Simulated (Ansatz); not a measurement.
The same path of C2H5FN2Se (11 atoms, charge 0, multiplicity 1) was run twice with different band settings. The coordinate that changes most is the dihedral H8–N1–C2–Se6.

All numbers below come from RKS B3LYP-D4/def2-SVP (Ansatz).

Relaxed end points:

```xyz
11
Properties=species:S:1:pos:R:3
N 1.451 0.035 -0.806
C 0.070 0.343 -0.637
F -0.492 0.707 -1.847
N -0.703 -0.680 0.007
C -0.942 -0.137 1.339
Se -0.299 1.674 0.813
H 1.557 -0.580 -1.619
H 1.988 0.879 -1.005
H -0.254 -1.594 -0.007
H -0.310 -0.566 2.134
H -1.999 -0.138 1.648
```

```xyz
11
Properties=species:S:1:pos:R:3
N 1.272 -0.213 -1.186
C -0.023 0.144 -0.769
F -0.777 0.258 -1.910
N -0.580 -0.704 0.216
C -0.827 0.107 1.393
Se -0.333 1.790 0.459
H 1.568 0.291 -2.020
H 1.961 -0.106 -0.446
H -0.163 -1.628 0.306
H -0.159 -0.101 2.245
H -1.874 0.106 1.734
```

Common settings: movable images 9; climbing image yes; spring 5.0 eV/Å²; optimiser quadratic models (default); start path IDPP; force threshold 0.05 eV/Å; end points relaxed.

| run | iteration limit |
| --- | --- |
| 1 | 38 |
| 2 | 10 |

Q: What does each run give, and how far can it be trusted?

A: Run 1: converged after 5 iterations, highest image 0.005 eV above the first end. The top lies less than 8 meV above the higher end, about what the thresholds resolve: that end is a shoulder or a very shallow well. A vibrational analysis at the climbing image gives one clearly imaginary mode, 195i cm⁻¹: a first-order saddle point.
Run 2: converged after 5 iterations, highest image 0.005 eV above the first end. The top lies less than 8 meV above the higher end, about what the thresholds resolve: that end is a shoulder or a very shallow well. Another band between the same ends (9 images) ends at a top of the same energy, where a vibrational analysis finds 1 clearly imaginary mode.
